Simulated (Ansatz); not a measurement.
Total energies of F3In (`[F][In]([F])[F]`).

Z-matrix (Å, degrees):
```
In
F 1 1.918
F 1 1.918 2 120.0
F 1 1.918 2 120.0 3 180.0
```

Total charge 0; spin multiplicity 1. Correlated methods include outer-core shells of In, which these sets cover unevenly. In: def2 effective core potential. Geometry: relaxed with PBE0-D4/def2-TZVP. Basis def2-TZVPP, Ansatz 0.2.0.

RPA on PBE orbitals: Hartree–Fock energy of these orbitals -487.66304 Eh, correlation -1.49602 Eh (frozen core).

```json
{"functional": "revPBE", "energy without D4 (Eh)": "-489.82755", "D4 term (kJ/mol)": "-14.2"}
{"functional": "BLYP", "energy without D4 (Eh)": "-489.82418", "D4 term (kJ/mol)": "-11.9"}
{"functional": "r2SCAN", "energy without D4 (Eh)": "-489.82981", "D4 term (kJ/mol)": "-1.2"}
{"functional": "PBE0", "energy without D4 (Eh)": "-489.59065", "D4 term (kJ/mol)": "-4.7"}
{"functional": "B3LYP", "energy without D4 (Eh)": "-489.94357", "D4 term (kJ/mol)": "-9.1"}
{"functional": "r2SCANh", "energy without D4 (Eh)": "-489.79635", "D4 term (kJ/mol)": "-1.3"}
{"functional": "r2SCAN0", "energy without D4 (Eh)": "-489.74813", "D4 term (kJ/mol)": "-1.5"}
{"functional": "HSE06 (plane-wave form)", "energy without D4 (Eh)": "-489.57763", "D4 term (kJ/mol)": "-4.4"}
{"functional": "ωB97M-V", "energy without D4 (Eh)": "-489.75918", "D4 term (kJ/mol)": "–"}
{"functional": "PBE-QIDH", "energy without D4 (Eh)": "-489.35342", "D4 term (kJ/mol)": "–"}
```

Task: Give the same for LDA (SPW92), PBE, B97M-V, BHLYP, CAM-B3LYP, LC-ωPBE, ωB97X-V, B2PLYP. (Estimate.)

Result: The calculation gave: 
```csv
functional,energy without D4 (Eh),D4 term (kJ/mol)
LDA (SPW92),-487.66149,–
PBE,-489.60277,-5.6
B97M-V,-489.77195,–
BHLYP,-489.68708,-7.9
CAM-B3LYP,-489.79438,-4.8
LC-ωPBE,-489.75151,–
ωB97X-V,-489.75638,–
B2PLYP,-489.51380,–
```

B3LYP takes the VWN-RPA correlation (the form of Gaussian; ORCA's B3LYP/G). HSE06 is the plane-wave form, built on full-range PBE exchange. The double hybrids freeze the cores in their second-order part.

LC-ωPBE has ω = 0.4 bohr⁻¹.
